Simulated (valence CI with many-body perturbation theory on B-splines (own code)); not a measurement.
E1 line list for Au⁴⁶⁺

Method: valence CI with perturbative core correlation (CI+MBPT): five valence electrons over a frozen Dirac-Fock core [Ar] 3d10, a basis of 11 s, 11 p, 10 d, 8 f, 5 g, 2 h functions for each j, with the one-electron correlation potential Σ1, the two-electron term Σ2, the three-electron term Σ3, Breit, model QED; selected CI, second order for the rest, scaled by the run's own slope (own B-spline code, finite nucleus).

The last digits are not significant, and no measured levels were compared; by estimate large intervals hold to a few tenths of a per cent, small ones and those within an open d or f shell to about a per cent. Among the levels kept, up to 2100 cm⁻¹ of a level comes from second order outside the variational space, and about a tenth of that is noise between levels of different J, which matters for small intervals.

Lines 1 to 50 of 541 in falling wavelength, among levels below 667.08 eV, chosen from the strongest by gf and those to the six lowest levels. Wavelengths and rates use the calculated energies. Electric multipoles are in the length gauge with retardation, E1 and E2 with the static RPA response of the core. Weak lines are less certain than strong ones. Lines between different terms over intervals too small for the method are left out, as are lines whose strength nearly cancels. The highest levels of a list are the least certain.

Levels are named by their leading jj configuration (3d3/2^4 stands for four electrons in 3d with j = 3/2), which in mixed levels can hold well under half, so a name can repeat and another be missing. Letters in brackets count levels of one name in rising energy.

```csv
λ vac (Å),Upper,Lower,A (s⁻¹),S (a.u.)
171.3,(4s^2 4p1/2^2 4d5/2) J=5/2,(4s^2 4p1/2 4p3/2^2) J=5/2,1.53e+08,2.28e-03
158.2,(4s^2 4p1/2^2 4d5/2) J=5/2,(4s^2 4p1/2 4p3/2^2) J=3/2,1.76e+08,2.06e-03
140.2,(4s 4p1/2^2 4d3/2^2) J=5/2,(4s^2 4p1/2 4d3/2^2) J=3/2,7.56e+09,6.17e-02
130.3,(4s 4p1/2^2 4d3/2 4d5/2) J=9/2,(4s^2 4p1/2 4d3/2 4d5/2) J=7/2 [b],9.70e+09,1.06e-01
130.2,(4s 4p1/2^2 4p3/2 4d3/2) J=7/2,(4s^2 4p1/2 4p3/2 4d3/2) J=5/2 [b],6.56e+09,5.71e-02
122.0,(4s 4p1/2^2 4p3/2 4d5/2) J=9/2,(4s^2 4p1/2 4p3/2 4d5/2) J=9/2,9.31e+09,8.34e-02
121.9,(4s 4p1/2 4p3/2^2 4d3/2) J=9/2,(4s^2 4p3/2^2 4d3/2) J=7/2,5.94e+09,5.31e-02
119.3,(4s 4p1/2^2 4p3/2 4d5/2) J=7/2 [a],(4s^2 4p1/2 4p3/2 4d5/2) J=5/2 [b],8.12e+09,5.44e-02
119.1,(4s 4p1/2^2 4p3/2 4f7/2) J=11/2,(4s^2 4p1/2 4p3/2 4f7/2) J=11/2,1.02e+10,1.03e-01
117.0,(4s 4p1/2^2 4d3/2^2) J=3/2,(4s^2 4p1/2 4d3/2^2) J=5/2,1.98e+10,6.28e-02
116.6,(4s 4p1/2^2 4p3/2^2) J=5/2,(4s^2 4p1/2 4p3/2^2) J=5/2,1.06e+10,4.99e-02
115.9,(4s 4p1/2^2 4d5/2^2) J=9/2,(4s^2 4p1/2 4p3/2 4f7/2) J=9/2 [c],6.75e+09,5.18e-02
115.6,(4s 4p1/2^2 4p3/2 4f7/2) J=11/2,(4s^2 4p1/2 4p3/2 4f7/2) J=9/2 [c],6.59e+09,6.02e-02
115.1,(4s 4p1/2 4p3/2^2 4d5/2) J=11/2,(4s^2 4p3/2^2 4d5/2) J=9/2,1.71e+10,1.55e-01
114.4,(4s 4p1/2^2 4p3/2 4d5/2) J=9/2,(4s^2 4p1/2 4p3/2 4d5/2) J=7/2 [a],1.88e+10,1.39e-01
113.5,(4s 4p1/2^2 4p3/2 4f7/2) J=11/2,(4s^2 4p1/2 4p3/2 4f7/2) J=9/2 [b],1.28e+10,1.11e-01
113.2,(4s 4p1/2^2 4p3/2 4d3/2) J=5/2 [a],(4s^2 4p1/2 4p3/2 4d3/2) J=5/2 [a],1.32e+10,5.67e-02
113.1,(4s 4p1/2^2 4d5/2^2) J=9/2,(4s^2 4p1/2 4d5/2^2) J=7/2,1.29e+10,9.24e-02
112.9,(4s 4p1/2^2 4d3/2 4d5/2) J=7/2 [a],(4s^2 4p1/2 4d3/2 4d5/2) J=7/2 [a],1.38e+10,7.85e-02
112.9,(4s 4p1/2 4p3/2^2 4d5/2) J=7/2 [f],(4s^2 4p3/2^2 4d5/2) J=5/2 [b],1.72e+10,9.75e-02
112.1,(4s 4p1/2^2 4p3/2 4d5/2) J=5/2 [a],(4s^2 4p1/2 4p3/2 4d5/2) J=5/2 [a],1.41e+10,5.89e-02
112.0,(4s 4p1/2^2 4d3/2 4d5/2) J=5/2 [a],(4s^2 4p1/2 4d3/2 4d5/2) J=5/2 [a],1.22e+10,5.07e-02
111.4,(4s 4p1/2^2 4p3/2 4d3/2) J=7/2,(4s^2 4p1/2 4p3/2 4d3/2) J=7/2,9.57e+09,5.22e-02
111.4,(4s 4p1/2^2 4p3/2 4f7/2) J=9/2 [a],(4s^2 4p1/2 4p3/2 4f7/2) J=9/2 [a],9.70e+09,6.62e-02
111.3,(4s 4p1/2^2 4d3/2^2) J=5/2,(4s^2 4p1/2 4d3/2^2) J=5/2,1.76e+10,7.21e-02
111.3,(4s 4p1/2^2 4p3/2 4f7/2) J=9/2 [a],(4s^2 4p1/2 4p3/2 4f7/2) J=7/2 [a],1.43e+10,9.75e-02
111.0,(4s 4p1/2 4p3/2^2 4d5/2) J=9/2 [b],(4s^2 4p3/2^2 4d5/2) J=7/2,1.73e+10,1.17e-01
111.0,(4s 4p1/2^2 4d3/2 4d5/2) J=9/2,(4s^2 4p1/2 4d3/2 4d5/2) J=9/2,1.51e+10,1.02e-01
110.4,(4s 4p1/2^2 4p3/2^2) J=5/2,(4s^2 4p1/2 4p3/2^2) J=3/2,1.61e+10,6.40e-02
109.4,(4s 4p1/2^2 4p3/2 4d5/2) J=5/2 [a],(4s^2 4p1/2 4p3/2 4d5/2) J=3/2 [a],1.82e+10,7.06e-02
109.3,(4s 4p1/2^2 4p3/2 4f5/2) J=7/2 [a],(4s^2 4p1/2 4p3/2 4f5/2) J=5/2 [a],1.03e+10,5.31e-02
109.0,(4s 4p1/2^2 4p3/2 4f5/2) J=7/2 [a],(4s^2 4p1/2 4p3/2 4f5/2) J=7/2,1.11e+10,5.66e-02
108.8,(4s 4p1/2 4p3/2^3) J=5/2,(4s^2 4p3/2^3) J=3/2,1.85e+10,7.06e-02
108.4,(4s 4p1/2^2 4p3/2^2) J=1/2,(4s^2 4p1/2 4p3/2^2) J=1/2,3.51e+10,4.41e-02
107.8,(4s 4p1/2^2 4d5/2^2) J=5/2,(4s^2 4p1/2 4d5/2^2) J=3/2,1.45e+10,5.36e-02
107.5,(4s 4p1/2^2 4p3/2 4f7/2) J=7/2 [a],(4s^2 4p1/2 4p3/2 4f7/2) J=9/2 [a],1.21e+10,5.96e-02
107.5,(4s 4p1/2 4p3/2^2 4d5/2) J=7/2 [e],(4s^2 4p3/2^2 4d5/2) J=5/2 [a],1.01e+10,4.96e-02
107.2,(4s 4p1/2^2 4p3/2 4d5/2) J=3/2 [b],(4s^2 4p1/2 4p3/2 4d5/2) J=3/2 [b],2.07e+10,5.04e-02
106.7,(4s 4p1/2^2 4d3/2 4d5/2) J=7/2 [b],(4s^2 4p1/2 4d3/2 4d5/2) J=9/2,2.71e+10,1.30e-01
106.5,(4s 4p1/2^2 4p3/2 4d5/2) J=3/2 [a],(4s^2 4p1/2 4p3/2 4d5/2) J=5/2 [a],2.66e+10,6.35e-02
105.6,(4s 4p1/2 4p3/2^2 4d5/2) J=5/2 [d],(4s^2 4p3/2^2 4d5/2) J=5/2 [a],1.67e+10,5.84e-02
104.6,(4s 4p1/2^2 4p3/2 4d5/2) J=7/2 [a],(4s^2 4p1/2 4p3/2 4d5/2) J=9/2,1.25e+10,5.63e-02
104.4,(4s 4p1/2 4p3/2^2 4d5/2) J=3/2 [d],(4s^2 4p3/2^2 4d5/2) J=3/2,2.06e+10,4.62e-02
103.3,(4p1/2 4p3/2^4) J=1/2,(4s 4p3/2^4) J=1/2,4.07e+10,4.43e-02
103.3,(4s 4p1/2 4p3/2^2 4d3/2) J=7/2 [c],(4s^2 4p3/2^2 4d3/2) J=7/2,1.53e+10,6.66e-02
103.2,(4s 4p1/2 4p3/2^2 4d5/2) J=5/2 [f],(4s^2 4p3/2^2 4d5/2) J=5/2 [b],1.93e+10,6.27e-02
103.0,(4s 4p1/2^2 4p3/2 4f7/2) J=7/2 [b],(4s^2 4p1/2 4p3/2 4f7/2) J=9/2 [c],1.48e+10,6.36e-02
102.9,(4s 4p1/2 4p3/2^2 4d5/2) J=3/2 [c],(4s^2 4p3/2^2 4d5/2) J=5/2 [a],2.10e+10,4.53e-02
102.8,(4s 4p1/2^2 4p3/2 4f7/2) J=9/2 [b],(4s^2 4p1/2 4p3/2 4f7/2) J=11/2,2.82e+10,1.51e-01
102.6,(4s 4p1/2^2 4p3/2 4d5/2) J=5/2 [b],(4s^2 4p1/2 4p3/2 4d5/2) J=7/2 [b],3.53e+10,1.13e-01
```
